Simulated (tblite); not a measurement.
Compound: C7H8O2 (charge -1 and doublet state).
Atom-mapped SMILES: `[OH:1][CH2:2][C-:3]1[CH:4][CH:5]=[CH:6][C:7]([OH:8])=[CH:9]1` (hydrogens: H10 on O1; H11, H12 on C2; H13 on C4; H14 on C5; H15 on C6; H16 on O8; H17 on C9)

Structure used (GFN2-xTB), in Å, numbered top down from 1:
```xyz
17
C7H8O2 angstrom
O     -2.619   -1.260    0.819
C     -1.772   -0.890   -0.366
C     -0.577   -0.125   -0.016
C     -0.563    1.288    0.018
C      0.555    1.995    0.342
C      1.775    1.326    0.689
C      1.764   -0.072    0.692
O      2.954   -0.733    1.044
C      0.656   -0.798    0.360
H     -3.377   -1.756    0.489
H     -2.441   -0.321   -1.031
H     -1.522   -1.852   -0.844
H     -1.478    1.816   -0.244
H      0.542    3.081    0.344
H      2.666    1.873    0.956
H      2.751   -1.675    1.014
H      0.681   -1.886    0.373
```

Method: GFN2-xTB as coded in tblite; computed harmonic values from a numerical Hessian at the method's own geometry, unscaled. The method is semi-empirical: single wavenumbers can be off by several per cent or more. One conformer, not necessarily the lowest. Open shells enter through the occupations alone, without spin polarisation, and single modes of such species can be off by tens of per cent.

Harmonic wavenumbers (cm⁻¹): 72.0, 93.9, 181.0, 214.8, 250.9, 280.6, 329.8, 377.2, 408.6, 461.8, 477.9, 503.1, 524.0, 558.3, 599.4, 657.0, 713.8, 734.1, 855.8, 896.0, 914.9, 960.9, 999.2, 1096.5, 1111.4, 1154.4, 1176.6, 1186.5, 1243.5, 1268.7, 1293.7, 1310.8, 1358.3, 1445.3, 1457.5, 1519.8, 1620.4, 2777.2, 2806.1, 2953.2, 2962.7, 2984.3, 3063.5, 3492.9, 3529.6.

A = 2951, B = 1114, C = 855.3 MHz; mass 124.052 u (most abundant isotopes); point group C1, symmetry number 1; spin multiplicity 2.

Q: What is the zero-point energy?

A: Half the sum of the wavenumbers: 27439 cm⁻¹ = 328.24 kJ/mol.

Q: Entropy at 400 K, 1 bar (ideal gas, RRHO, classical rotation)?

A: Translation 175.09, rotation 125.53, vibration 143.86, spin (R ln 2) 5.76: S = 450.2 J/(mol K).

Q: And Cp and H(400 K) − H(0)?

A: Cp = 198.15 J/(mol K), of which vibrations give 164.90 (their classical limit is 45 R = 374.2); H(400 K) − H(0) = 45.62 kJ/mol without the zero-point energy, 32.31 from vibrations.

Q: Which modes carry the vibrational entropy at 400 K?

A: 72.0 cm⁻¹: 19.57; 93.9 cm⁻¹: 17.38; 181.0 cm⁻¹: 12.03; 214.8 cm⁻¹: 10.66; 250.9 cm⁻¹: 9.44; 280.6 cm⁻¹: 8.58 J/(mol K); the other 39 give 66.20 together.

Q: Blend soft modes into free rotors: weight 1/[1 + (100 cm⁻¹/ν̃)⁴] for the oscillator and the rest for a rotor with moment μB/(μ + B), μ = h/(8π²ν), B = 10⁻⁴⁴ kg m². What vibrational entropy results?

A: 137.57 J/(mol K) in place of 143.86, which changes −T·S at 400 K by +2.52 kJ/mol.

Q: How do the functions run with temperature in this model?

A: 
```
 T (K)  S (J/(mol K))  Cp (J/(mol K))  H − H(0) (kJ/mol)  G − H(0) (kJ/mol)  ln q(vib)
   150          314.0            91.7               8.71             -38.38       1.85
   250          371.8           138.0              20.23             -72.72       4.02
298.15          397.9           158.8              27.38             -91.26       5.14
   600          542.1           254.7              91.33            -233.96      12.43
   900          656.0           305.6             176.09            -414.32      19.27
```

q(vib) and H(0) count from the zero-point level.

Hindered rotation and anharmonicity are outside this model. Other conformers, if any are populated, would add a mixing term that is left out. The structure is chiral; the term R ln 2 for an equal mix with its mirror image is left out.
